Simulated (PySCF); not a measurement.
WOCl₃, SMILES [O]=[W]([Cl])([Cl])[Cl] (connectivity only; charge and spin as stated), neutral, multiplicity 2. Atoms are numbered in the order given.

```xyz
5

W      0.0715    -0.2213     0.0000
O     -0.0924    -1.9028     0.0000
Cl     2.1813     0.6642     0.0000
Cl    -1.2244     0.5973    -1.7067
Cl    -1.2244     0.5973     1.7067
```
Charge 0, spin multiplicity 2.

Geometry optimised at B3LYP-D3(BJ)/def2-SVP. The spin state was assumed, not searched. The isomer is the one that the SMILES or the coordinates give; other isomers of the formula were not compared. The def2 effective core potentials stand for the cores of W; spin–orbit coupling is left out.

The numbers are results of TDA-B3LYP/def2-SVPD (PySCF), not measurements.

Vertical excitations. The molecule is in vacuum.

Computed UV-visible absorptions:
```json
[
 {"state": "root 1", "energy (eV)": "0.58", "λ (nm)": "2122", "f": "0.001", "main pairs": "α HOMO→LUMO 99 %"},
 {"state": "root 2", "energy (eV)": "2.14", "λ (nm)": "580", "f": "0.000", "main pairs": "α HOMO→LUMO+1 98 %"},
 {"state": "root 3", "energy (eV)": "2.33", "λ (nm)": "532", "f": "0.001", "main pairs": "α HOMO→LUMO+2 95 %"},
 {"state": "root 4", "energy (eV)": "2.76", "λ (nm)": "449", "f": "0.004", "main pairs": "α HOMO→LUMO+3 95 %"},
 {"state": "root 5", "energy (eV)": "4.04", "λ (nm)": "307", "f": "0.000", "main pairs": "α HOMO−1→LUMO 65 %, β HOMO→LUMO 32 %"},
 {"state": "root 6", "energy (eV)": "4.13", "λ (nm)": "300", "f": "0.001", "main pairs": "α HOMO−2→LUMO 50 %, α HOMO−1→LUMO 15 %, β HOMO→LUMO 18 %, β HOMO−1→LUMO 14 %"},
 {"state": "root 7", "energy (eV)": "4.25", "λ (nm)": "292", "f": "0.004", "main pairs": "α HOMO−3→LUMO 52 %, β HOMO→LUMO+1 44 %"},
 {"state": "root 8", "energy (eV)": "4.27", "λ (nm)": "291", "f": "0.003", "main pairs": "α HOMO−1→LUMO 18 %, α HOMO−2→LUMO 16 %, β HOMO→LUMO 46 %, β HOMO−1→LUMO 17 %"},
 {"state": "root 9", "energy (eV)": "4.37", "λ (nm)": "284", "f": "0.010", "main pairs": "α HOMO−3→LUMO 25 %, β HOMO→LUMO+1 36 %, β HOMO−2→LUMO 24 %, β HOMO−1→LUMO+1 11 %"},
 {"state": "root 10", "energy (eV)": "4.55", "λ (nm)": "272", "f": "0.004", "main pairs": "β HOMO−1→LUMO+1 86 %"}
]
```
Unrestricted roots are not spin-pure.
